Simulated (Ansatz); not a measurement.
Consider the isomerisation: `C[SiH](C)[AlH][NH2]` → `C[SiH](C)[NH][AlH2]`.

Computed with Ansatz on PBE0-D4/def2-TZVP structures; ΔE is electronic, products minus reactants. CBS: MP2 limit from def2 TZ/QZ plus the TZ coupled-cluster correction, frozen cores. Functionals use def2-TZVPP. B3LYP here is the variant with VWN-RPA as its local correlation; programs differ in this. Each species was taken in one conformer, which may not be the lowest.

```tsv
level	ΔE (kJ/mol)
PBE0-D4	-53.8
B2PLYP	-68.6
PBE	-44.7
r2SCAN	-62.5
PBE0	-52.0
B3LYP	-62.6
CCSD(T)/def2-TZVPP	-67.7
SCS-MP2/def2-QZVPP	-76.1
```

Question: What does CCSD(T)/CBS give? (An estimate is asked.)

Answer: The calculation gave: -67.4 kJ/mol. The listed levels differ from it by 13.6, -1.2, 22.7, 4.9, 15.4, 4.8, -0.3, -8.7 kJ/mol.

Largest T1 diagnostic among the species: 0.011.

From PBE to PBE0 (25 % exact exchange), in def2-TZVPP and without D4, ΔE moves by −7.4 kJ/mol. In def2-TZVPP, CCSD(T) changes the Hartree–Fock value by +13.4 kJ/mol (the triples alone add +1.5 kJ/mol) and MP2 by +5.7 kJ/mol. The D4 term adds −3.6 kJ/mol with B3LYP and −1.8 kJ/mol with PBE0; it sums over pairs of atoms, weighted by their polarisabilities, and B3LYP, whose exchange is more repulsive, gets the larger term.
